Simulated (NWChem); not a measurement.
System: SiOH cation, singlet; SMILES [OH+]=[Si]

NWChem printed, in part:

```
             Northwest Computational Chemistry Package (NWChem) 7.3.0
             --------------------------------------------------------

 ORDER OF PRIMARY AXIS IS BEING SET TO 4
 C4V symmetry detected

                             Geometry "geometry" -> ""
                             -------------------------

 Output coordinates in angstroms (scale by  1.889725989 to convert to a.u.)

  No.       Tag          Charge          X              Y              Z
 ---- ---------------- ---------- -------------- -------------- --------------
    1 O                    8.0000     0.00000000     0.00000000    -0.90670949
    2 Si                  14.0000     0.00000000     0.00000000     0.65207746
    3 H                    1.0000     0.00000000     0.00000000    -1.87540851

 Effective nuclear repulsion energy (a.u.)      45.3231544428

      Symmetry information
      --------------------

 Group name             C4v
 Group number             18
 Group order               8
 No. of unique centers     3

                                 NWChem DFT Module
                                 -----------------

 Summary of "ao basis" -> "ao basis" (spherical)
 ------------------------------------------------------------------------------
       Tag                 Description            Shells   Functions and Types
 ---------------- ------------------------------  ------  ---------------------
 O                           3-21g                   5        9   3s2p
 Si                          3-21g                   7       13   4s3p
 H                           3-21g                   2        2   2s

      Symmetry analysis of basis
      --------------------------

        a1         14
        a2          0
        b1          0
        b2          0
        e          10

            General Information
            -------------------
          SCF calculation type: DFT
          Wavefunction type:  closed shell.
          No. of atoms     :     3
          No. of electrons :    22
           Alpha electrons :    11
            Beta electrons :    11
          Charge           :     1
          Spin multiplicity:     1
          Use of symmetry is: on ; symmetry adaption is: on
          Maximum number of iterations: 150
          AO basis - number of functions:    24
                     number of shells:    14
          Convergence on energy requested:  1.00D-06
          Convergence on density requested:  1.00D-05
          Convergence on gradient requested:  5.00D-04

              XC Information
              --------------
                         B3LYP Method XC Potential
                     Hartree-Fock (Exact) Exchange  0.200
                        Slater Exchange Functional  0.800 local
                    Becke 1988 Exchange Functional  0.720 non-local
              Lee-Yang-Parr Correlation Functional  0.810
                  VWN I RPA Correlation Functional  0.190 local

             Grid Information
             ----------------
          Grid used for XC integration:  medium
          Radial quadrature: Mura-Knowles
          Angular quadrature: Lebedev.
          Tag              B.-S. Rad. Rad. Pts. Rad. Cut. Ang. Pts.
          ---              ---------- --------- --------- ---------
          O                   0.60       49           6.0       434
          Si                  1.10       88           8.0       590
          H                   0.35       45           8.0       434
          Grid pruning is: on
          Number of quadrature shells:   182
          Spatial weights used:  Erf1

      Superposition of Atomic Density Guess
      -------------------------------------

 Sum of atomic energies:        -362.19810801

 Renormalizing density from      23.00 to     22

      Non-variational initial energy
      ------------------------------

 Total energy =    -352.415499
 1-e energy   =    -566.201471
 2-e energy   =     168.462818
 HOMO         =      -0.782039
 LUMO         =      -0.386231

      Symmetry analysis of molecular orbitals - initial
      -------------------------------------------------

  Numbering of irreducible representations:

     1 a1          2 a2          3 b1          4 b2          5 e

  Orbital symmetries:

     1 a1          2 a1          3 a1          4 a1          5 e
     6 e           7 a1          8 a1          9 e          10 e
    11 a1         12 e          13 e          14 a1         15 a1
    16 a1         17 e          18 e          19 a1         20 a1
    21 e

     ---------------------------------------------
      Total Density - Mulliken Population Analysis
     ---------------------------------------------

    Atom       Charge   Shell Charges
 -----------   ------   -------------------------------------------------------
    1 O    8     9.29   1.99  0.49  2.65  1.38  2.79
    2 Si  14    12.39   2.00  1.99  5.90  1.14  0.48  0.80  0.07
    3 H    1     0.32   0.25  0.08

   convergence    iter        energy       DeltaE   RMS-Dens  Diis-err
 ---------------- ----- ----------------- --------- --------- ---------
 d= 0,ls=0.0,diis     1   -362.9085100555 -4.08D+02  8.56D-02  2.33D+00
 d= 0,ls=0.0,diis     2   -361.2182689570  1.69D+00  7.57D-02  1.52D+01
 d= 0,ls=0.0,diis     3   -363.0809161274 -1.86D+00  1.48D-02  1.53D-01
 d= 0,ls=0.0,diis     4   -363.1047983502 -2.39D-02  1.84D-03  2.35D-03
 d= 0,ls=0.0,diis     5   -363.1051235265 -3.25D-04  1.53D-04  7.33D-05
  Resetting Diis
 d= 0,ls=0.0,diis     6   -363.1051310179 -7.49D-06  4.35D-05  2.54D-06
 d= 0,ls=0.0,diis     7   -363.1051313689 -3.51D-07  1.40D-06  7.49D-10

         Total DFT energy =     -363.105131368859
      One electron energy =     -586.073384322886
           Coulomb energy =      207.171240852289
    Exchange-Corr. energy =      -29.526142341082
 Nuclear repulsion energy =       45.323154442821

 Numeric. integr. density =       21.999999570739

                  Occupations of the irreducible representations
                  ----------------------------------------------

                     irrep           alpha         beta
                     --------     --------     --------
                     a1                7.0          7.0
                     a2                0.0          0.0
                     b1                0.0          0.0
                     b2                0.0          0.0
                     e                 4.0          4.0

                       DFT Final Molecular Orbital Analysis
                       ------------------------------------

 Vector    9  Occ=2.000000D+00  E=-6.408484D-01  Symmetry=e
              MO Center=  3.2D-16,  4.9D-17, -7.3D-01, r^2= 8.9D-01
   Bfn.  Coefficient  Atom+Function         Bfn.  Coefficient  Atom+Function
  ----- ------------  ---------------      ----- ------------  ---------------
     7      0.545719  1 O  px                 3      0.483548  1 O  px
    16      0.187953  2 Si px                20      0.128127  2 Si px
    12     -0.095008  2 Si px                 8      0.084066  1 O  py
     4      0.074489  1 O  py                17      0.028953  2 Si py

 Vector   10  Occ=2.000000D+00  E=-6.408484D-01  Symmetry=e
              MO Center= -5.7D-18,  3.7D-17, -7.3D-01, r^2= 8.9D-01
   Bfn.  Coefficient  Atom+Function         Bfn.  Coefficient  Atom+Function
  ----- ------------  ---------------      ----- ------------  ---------------
     8      0.545719  1 O  py                 4      0.483548  1 O  py
    17      0.187953  2 Si py                21      0.128127  2 Si py
    13     -0.095008  2 Si py                 7     -0.084066  1 O  px
     3     -0.074489  1 O  px                16     -0.028953  2 Si px

 Vector   11  Occ=2.000000D+00  E=-6.032117D-01  Symmetry=a1
              MO Center= -3.2D-16, -2.0D-16,  9.0D-01, r^2= 1.7D+00
   Bfn.  Coefficient  Atom+Function         Bfn.  Coefficient  Atom+Function
  ----- ------------  ---------------      ----- ------------  ---------------
    19      0.553545  2 Si s                 15      0.477549  2 Si s
    11     -0.314508  2 Si s                  6     -0.264967  1 O  s
    18      0.229527  2 Si pz                 9     -0.192553  1 O  pz
     5     -0.157415  1 O  pz                14     -0.127632  2 Si pz
    22      0.100513  2 Si pz                23      0.082926  3 H  s

 Vector   12  Occ=0.000000D+00  E=-3.242935D-01  Symmetry=e
              MO Center=  1.1D-16,  2.3D-16,  5.2D-01, r^2= 2.3D+00
   Bfn.  Coefficient  Atom+Function         Bfn.  Coefficient  Atom+Function
  ----- ------------  ---------------      ----- ------------  ---------------
    17      0.501475  2 Si py                21      0.490475  2 Si py
     8     -0.289990  1 O  py                16      0.248654  2 Si px
    20      0.243200  2 Si px                13     -0.215740  2 Si py
     4     -0.210931  1 O  py                 7     -0.143790  1 O  px
    12     -0.106974  2 Si px                 3     -0.104589  1 O  px

 Vector   13  Occ=0.000000D+00  E=-3.242935D-01  Symmetry=e
              MO Center= -3.1D-16,  1.5D-16,  5.2D-01, r^2= 2.3D+00
   Bfn.  Coefficient  Atom+Function         Bfn.  Coefficient  Atom+Function
  ----- ------------  ---------------      ----- ------------  ---------------
    16      0.501475  2 Si px                20      0.490475  2 Si px
     7     -0.289990  1 O  px                17     -0.248654  2 Si py
    21     -0.243200  2 Si py                12     -0.215740  2 Si px
     3     -0.210931  1 O  px                 8      0.143790  1 O  py
    13      0.106974  2 Si py                 4      0.104589  1 O  py

 Vector   14  Occ=0.000000D+00  E=-1.901861D-01  Symmetry=a1
              MO Center=  1.6D-16, -2.0D-16, -9.6D-02, r^2= 3.7D+00
   Bfn.  Coefficient  Atom+Function         Bfn.  Coefficient  Atom+Function
  ----- ------------  ---------------      ----- ------------  ---------------
     6      1.004086  1 O  s                 22      0.781523  2 Si pz
    18      0.412026  2 Si pz                24     -0.400738  3 H  s
    19     -0.383830  2 Si s                 14     -0.162612  2 Si pz
    23     -0.134628  3 H  s                  1     -0.125163  1 O  s
     9      0.100451  1 O  pz                11      0.090856  2 Si s

     ---------------------------------------------
      Total Density - Mulliken Population Analysis
     ---------------------------------------------

    Atom       Charge   Shell Charges
 -----------   ------   -------------------------------------------------------
    1 O    8     8.70   1.98  0.42  2.19  1.40  2.71
    2 Si  14    12.81   2.00  1.98  5.84  1.02  0.83  0.86  0.27
    3 H    1     0.49   0.37  0.12

     -------------------------------------------
      Total Density - Lowdin Population Analysis
     -------------------------------------------

    Atom       Charge   Shell Charges
 -----------   ------   -------------------------------------------------------
    1 O    8     8.34   1.98  0.56  2.17  0.98  2.65
    2 Si  14    13.02   2.00  1.98  5.75  0.94  0.94  0.91  0.49
    3 H    1     0.64   0.38  0.27

     Multipole analysis of the density
     ---------------------------------

     L   x y z        total         alpha         beta         nuclear
     -   - - -        -----         -----         ----         -------
     0   0 0 0      1.000000    -11.000000    -11.000000     23.000000

     1   1 0 0      0.000000      0.000000      0.000000      0.000000
     1   0 1 0      0.000000      0.000000      0.000000      0.000000
     1   0 0 1     -0.129619     -0.064810     -0.064810     -0.000000

     2   2 0 0    -10.556776     -5.278388     -5.278388      0.000000
     2   1 1 0      0.000000      0.000000      0.000000      0.000000
     2   1 0 1      0.000000      0.000000      0.000000      0.000000
     2   0 2 0    -10.556776     -5.278388     -5.278388      0.000000
     2   0 1 1      0.000000      0.000000      0.000000      0.000000
     2   0 0 2     -6.021899    -31.663391    -31.663391     57.304883
```

Level: B3LYP/3-21G. Low-valent species are run as closed-shell singlets; no triplet was tried in these runs. The geometry was optimised at PBE0/def2-SVP. B3LYP is NWChem's, with the RPA form of VWN correlation.

Which NWChem input produces such a log?

This is not unique; one that fits is the input that was run:
```
start job
memory heap 200 mb stack 700 mb global 900 mb
charge 1
geometry units angstroms noautoz
  O     -0.898238    -0.015632    -0.006138
  Si     0.660276     0.011523     0.004514
  H     -1.866764    -0.032698    -0.012769
end
basis spherical
  * library 3-21g
end
dft
  xc b3lyp
  iterations 150
  mulliken
end
task dft energy
```
